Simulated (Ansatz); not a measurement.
C3H2BrF can be A, `FC1=C(Br)C1`, or B, `FC1C=C1Br`.

Program: Ansatz. Geometries: PBE0-D4/def2-TZVP. ΔE: electronic, gas phase. CCSD(T)/CBS adds triple-zeta CCSD(T) − MP2 to the extrapolated MP2 energy (def2 sets, frozen cores). Functionals use def2-TZVPP. B3LYP here is the variant with VWN-RPA as its local correlation; programs differ in this. For Br outer-core shells are correlated without core-valence functions, which leaves a few kJ/mol of doubt a bond. Scalar relativity is left out up to krypton.

Q: Which is lower in electronic energy at CCSD(T)/CBS, and by how much? (Estimate.)

A: Computed: B, by 54.0 kJ/mol.

Q: Give E(B) − E(A) in kJ/mol with PBE-D4, B3LYP, CCSD(T)/def2-TZVPP, ωB97M-V, HF/def2-TZVPP, r2SCAN-D4, CCSD/def2-TZVPP. (An estimate is asked.)

A: The calculation gave: PBE-D4 -46.7, B3LYP -51.6, CCSD(T)/def2-TZVPP -50.4, ωB97M-V -53.6, HF/def2-TZVPP -58.7, r2SCAN-D4 -52.9, CCSD/def2-TZVPP -51.7. None reverses the order clearly.

Largest T1 diagnostic: 0.010.

In def2-TZVPP, CCSD(T) changes the Hartree–Fock value by +8.2 kJ/mol (the triples alone add +1.3 kJ/mol) and MP2 by +7.1 kJ/mol.
